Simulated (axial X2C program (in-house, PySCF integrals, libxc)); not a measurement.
## Potential curves of SnTe⁺, 2c

All values were computed with an in-house relativistic program for diatomic molecules. Two-component (2c) means X2C with spin–orbit coupling and atomic mean-field two-electron Coulomb and Gaunt terms. Basis: Te dyall-cv3z [11s12p8d4f1g], Sn dyall-cv3z [11s12p9d4f1g] (cores contracted in-house); Gaussian nuclei, density fitting, unrestricted open shells. Masses: Te 129.906 u, Sn 119.902 u.

State: Ω = 3/2 (⟨Sz⟩ = 0.50, ⟨Lz⟩ = 1.00 at TPSS). Energies in kJ/mol from the lowest point of each curve. Fits are polynomials in 1 − R0/R over 0.85 to 1.23 times the lowest point R0.

| R (Å) | TPSS |
| --- | --- |
| 2.5286 | 18.43 |
| 2.6093 | 4.97 |
| 2.6900 | 0.00 |
| 2.7841 | 2.12 |
| 2.8783 | 10.39 |
| 2.9993 | 26.89 |

One determinant describes the state; a PBE0 search over occupations chose it and may have missed a lower one. Density functionals use the spin component along the axis (collinear). Without a current term, density functionals place determinants with orbital angular momentum somewhat too high.

Problem. Fit the TPSS curve near its minimum: give the equilibrium distance and the harmonic wavenumber.

Solution. At TPSS, 2c: Re = 2.710 Å, ωe ≈ 203 cm⁻¹; Be follows as 0.0368 cm⁻¹.
